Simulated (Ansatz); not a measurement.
**Energy profile**

The step: BSiH₅O₂ ([OH][B]([OH])[SiH3]) + H₂O → BH₃O₃ ([OH][B]([OH])[OH]) + SiH₄; bonds formed: B1–O6, Si2–H5; bonds broken: B1–Si2, H5–O6 (atoms numbered as in the saddle structure below).

```csv
atom,x (Å),y (Å),z (Å)
B1,-0.2516,-0.7839,0.1055
Si2,0.4614,1.4987,0.1000
O3,-1.6048,-0.8158,0.3726
O4,0.6241,-1.4025,0.9706
H5,0.1588,0.0479,-1.2112
O6,-0.0344,-1.0626,-1.4191
H7,0.0141,2.6078,-0.8000
H8,-0.1586,1.7674,1.4290
H9,1.9388,1.6520,0.2724
H10,-1.7877,-0.9450,1.3059
H11,1.5430,-1.3665,0.7009
H12,-0.9030,-1.1977,-1.8264
```

Electronic energies by CCSD(T) at an estimated basis limit (MP2 extrapolated from triple and quadruple zeta, plus CCSD(T) − MP2 in triple zeta), on PBE0-D4/def2-TZVP structures; BSiH$_{7}$O$_{3}$, singlet; no counterpoise correction. Ansatz 0.2.0; basis: def2-TZVPP and def2-QZVPP; cores frozen in the correlated methods. Extrapolation: Hartree–Fock as exp(−7.88 √X), correlation as X^−2.97.

Give the profile in kcal/mol, counted from the separated reactants. (To be estimated.)

Computed:
```tsv
point	kcal/mol
separated: BSiH$_{5}$O$_{2}$ (linked as [OH][B]([OH])[SiH3]; B1, Si2, O3, O4, H7, H8, H9, H10, H11; singlet) + H$_{2}$O (H5, O6, H12; singlet)	0.00
start structure	-4.81
saddle	32.37
end structure	-36.40
separated: BH$_{3}$O$_{3}$ (linked as [OH][B]([OH])[OH]; B1, O3, O4, O6, H10, H11, H12; singlet) + SiH$_{4}$ (Si2, H5, H7, H8, H9; singlet)	-34.15
```

The T1 diagnostic stays at or below 0.014.

For scale, one of the runs: CCSD(T)/def2-TZVPP, 264 basis functions, launched by `ansatz run in.yaml --threads 8 --pin off --events-out ev --progress --plain --max-ram 19148MiB`. The run took 2.3 min on 8 CPU threads of an Arm Neoverse V1 (shared host), with 6.7 GiB of host memory at its peak.
